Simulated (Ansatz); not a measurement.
`CCC(=O)CC` + `N[SiH2][SiH2]N` → `CN[SiH2][SiH2]N` + `CCC(C)=O`  (substitution at a C–C bond)

Isolated molecules relaxed with PBE0-D4/def2-TZVP in Ansatz; ΔE leaves out vibrations. CCSD(T)/CBS adds triple-zeta CCSD(T) − MP2 to the extrapolated MP2 energy (def2 sets, frozen cores). Functionals use def2-TZVPP. Each species was taken in one conformer, which may not be the lowest.

(1) Is it downhill or uphill in electronic energy at CCSD(T)/CBS, and by how much? (An estimate is asked.)

(2) What do these levels give: r2SCAN-D4, PBE0-D4, ωB97X-V, ωB97M-V, PBE, r2SCAN, PBE0, HF/def2-TZVPP, MP2/def2-TZVPP, CCSD/def2-TZVPP, MP2/def2-QZVPP, MP2/CBS(def2)? (An estimate is asked.)

Largest T1 diagnostic among the species: 0.013.

Results:

(1) The calculation gave: Uphill: ΔE = +0.45 eV.

(2) Ansatz gave: r2SCAN-D4 0.43, PBE0-D4 0.41, ωB97X-V 0.41, ωB97M-V 0.43, PBE 0.39, r2SCAN 0.44, PBE0 0.41, HF/def2-TZVPP 0.39, MP2/def2-TZVPP 0.46, CCSD/def2-TZVPP 0.43, MP2/def2-QZVPP 0.47, MP2/CBS(def2) 0.47 eV.

In def2-TZVPP, CCSD(T) changes the Hartree–Fock value by +0.04 eV (the triples alone add +0.00 eV) and MP2 by +0.07 eV.
